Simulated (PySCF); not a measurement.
Task: Write a Z-matrix for Sn(vinyl)Me3, `C=[CH][Sn]([CH3])([CH3])[CH3]` as optimised with PBE0-D3(BJ)/def2-SVP.

Result: 
Z-matrix in Å and degrees, rows numbered from 1:
```
Sn
C   1  2.1494
C   2  1.3365  1  123.57
H   2  1.0983  1  118.52  3  -179.80
H   3  1.0971  2  122.39  1     0.20
H   3  1.0975  2  122.26  1  -179.81
C   1  2.1537  2  108.77  3  -179.61
H   7  1.0997  1  110.36  2   179.39
H   7  1.0998  1  110.56  2    59.31
H   7  1.0998  1  110.21  2   -60.76
C   1  2.1562  2  108.98  3    60.37
H  11  1.0994  1  110.23  2    59.47
H  11  1.0996  1  110.08  2   -60.21
H  11  1.0998  1  110.46  2   179.77
C   1  2.1552  2  109.34  3   -58.68
H  15  1.0998  1  109.94  2    59.51
H  15  1.0993  1  110.54  2   -60.30
H  15  1.0998  1  110.31  2   179.27
```

Sn1 (tin bonded to 4 C) is tetrahedral (angles from 108.8° to 110.6°).

Theory: PBE0-D3(BJ)/def2-SVP geometry optimisation, gas phase, def2 core potentials past Kr (PySCF).

Point group: Cs (every atom within 0.08 Å of its image). No PBE0-D3(BJ)/def2-SVP frequencies stand behind this structure, so it isn't proved a minimum. One conformer, not necessarily the lowest (Sn1–C2–C3–H 0° and 180°).

On one thread, AMD EPYC (x86_64), shared host with 64 logical CPUs at a one-minute load of 58, this took 3.4 min wall and 0.64 GiB of memory at its peak. That covers the optimisation of the geometry.
